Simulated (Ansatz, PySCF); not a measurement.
Process, species as SMILES: [SiH3]O[SiH](Cl)Cl -> [SiH2]O[SiH](Cl)Cl + H atom (the H-Si bond at the site shown breaks; other sites are not compared here)
Geometries: B3LYP-D3(BJ)/def2-TZVP minima from Ansatz (an electronic-structure program), one conformer each, not searched for the lowest. Frequencies are from Ansatz or PySCF.

Property: bond dissociation energy (0 K, with B3LYP-D3(BJ) harmonic zero-point energies), in kJ/mol. Correlated levels leave the core frozen unless marked. UHF or UKS for open shells. No spin-orbit coupling. Non-relativistic. CBS marks a two-point X^-3 extrapolation of the correlation energy; Hartree-Fock from the larger set.

CCSD(T)/CBS(cc-pV(T+d)Z,cc-pV(Q+d)Z) (Ansatz) gives 387.4 kJ/mol.

### Question
Another calculation gave 365.1 kJ/mol. Which level was it?
A) revPBE/def2-TZVPD (Ansatz)
B) B97M-V/def2-TZVPD (Ansatz)
C) SVWN5/def2-TZVPD (Ansatz)
D) BLYP/def2-TZVPD (Ansatz)

### Answer
D, BLYP/def2-TZVPD (Ansatz). The others give 377.3 (B97M-V), 394.6 (SVWN5), 350.5 (revPBE) kJ/mol.
